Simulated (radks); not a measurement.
Results of a calculation; reference values are marked as such.
Question: Neutral europium, configuration [Xe] 4f7 6s2. Level of theory: Dirac Kohn-Sham, PW91, spin-unpolarised, spherical densities, finite nucleus; open shells are shared between the two j in proportion to 2j + 1; Fermi nuclear charge, rms radius 5.1115 fm (a radial shooting solver on a logarithmic mesh with Libxc functionals). Some entries of the table are withheld. Estimate them.

| orbital | occ. | eigenvalue (eV) | <1/r> (bohr^-1) |
|---|---|---|---|
| 1s1/2 | 2 | -48318.04 | 70.22 |
| 2s1/2 | 2 | -7930.874 | 16.72 |
| 2p1/2 | 2 | -7525.053 | (1) |
| 2p3/2 | 4 | -6876.819 | (2) |
| 3s1/2 | 2 | -1745.170 | 6.087 |
| 3p1/2 | 2 | -1569.711 | 6.002 |
| 3p3/2 | 4 | -1437.579 | 5.528 |
| 3d3/2 | 4 | -1133.582 | 5.404 |
| 3d5/2 | 6 | -1104.831 | 5.285 |
| 4s1/2 | 2 | -346.4113 | 2.539 |
| 4p1/2 | 2 | -278.6147 | 2.433 |
| 4p3/2 | 4 | -249.4393 | 2.272 |
| 4d3/2 | 4 | -137.7747 | 2.052 |
| 4d5/2 | 6 | -132.5406 | 2.012 |
| 5s1/2 | 2 | -44.6379 | 0.9637 |
| 5p1/2 | 2 | -26.4886 | (3) |
| 5p3/2 | 4 | -22.6879 | (4) |
| 6s1/2 | 2 | -3.6593 | 0.2946 |
| 4f5/2 | 3 | -3.1186 | 1.419 |
| 4f7/2 | 4 | -2.5020 | 1.397 |

Answer: 
(1) 2p1/2 <1/r> (bohr^-1): 16.70
(2) 2p3/2 <1/r> (bohr^-1): 14.82
(3) 5p1/2 <1/r> (bohr^-1): 0.8435
(4) 5p3/2 <1/r> (bohr^-1): 0.7853
